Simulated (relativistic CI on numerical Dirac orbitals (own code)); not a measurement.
Slater and spin-orbit integrals, W19+

Computed by Dirac-Coulomb-Breit CI, KLI orbitals optimised for each configuration, model QED (radiative potential, 1s self-energy scaled to tabulated hydrogen-like ionisation energies), unscaled Slater integrals (own radial code, finite nucleus).

Slater integrals F^k, G^k are unscaled and averaged over j, outside the closed core [Ar] 3d10 4d10; ζ comes from projecting the Hamiltonian with its Breit term on Σ l·s of the shell.

- 4s2.4p6.4f9: F^2(4f,4f) = 203290, F^4(4f,4f) = 130890, F^6(4f,4f) = 95189, ζ(4f) = 6080.1 cm⁻¹; <r>(4f) = 0.5012, <r^2>(4f) = 0.2937 (bohr units).
- 4s2.4p6.4f8.5s: F^2(4f,4f) = 206050, F^4(4f,4f) = 132780, F^6(4f,4f) = 96603, ζ(4f) = 6268.5, G^3(4f,5s) = 34143 cm⁻¹; <r>(4f) = 0.4956, <r^2>(4f) = 0.287, <r>(5s) = 0.8778, <r^2>(5s) = 0.8575 (bohr units).
- 4s2.4p6.4f7.5s2: F^2(4f,4f) = 209050, F^4(4f,4f) = 134850, F^6(4f,4f) = 98150, ζ(4f) = 6459.3 cm⁻¹; <r>(4f) = 0.4897, <r^2>(4f) = 0.2798 (bohr units).

Averages of the first 7 configurations, taken without configuration mixing, which lowers the lowest level and can move excited configurations by several eV; other configurations of the list can lie among them:

```csv
Configuration,Parity,States,Average energy above the lowest level (eV)
4s2.4p6.4f9,odd,2002,15.6
4s2.4p6.4f8.5s,even,6006,45.0
4s2.4p6.4f7.5s2,odd,3432,82.4
4s2.4p6.4f8.6s,even,6006,240.6
4s2.4p5.4f10,odd,6006,442.1
4s.4p6.4f10,even,2002,593.8
4p6.4f11,odd,364,1174.5
```
